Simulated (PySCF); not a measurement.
## GaB at ωB97X

Computed with ωB97X; basis Ga aug-pcseg-1, B aug-pcseg-1; no relativity; PySCF 2.14.

| Quantity | Value |
| --- | --- |
| state | ³Π (triplet), unpaired electrons σ ↑, π ↑ |
| bond length | 222.1 pm |
| harmonic wavenumber | 449 cm⁻¹ |
| force constant | 1.13 mdyn/Å |
| rotational constant Be | 0.3598 cm⁻¹ |
| anharmonicity ωexe | 2.71 cm⁻¹ |
| vibration–rotation constant αe | 0.00329 cm⁻¹ |
| well depth De to Ga + B | 1.82 eV |
| dissociation energy D0 | 1.79 eV |
| bond order (Mayer) | 1.06 |
| dipole moment (positive dipole means Ga(−)B(+)) | -1.38 D |

Spin–orbit coupling is left out. The state is the lowest determinant that a PBE0 search found; another state may lie lower at other levels.
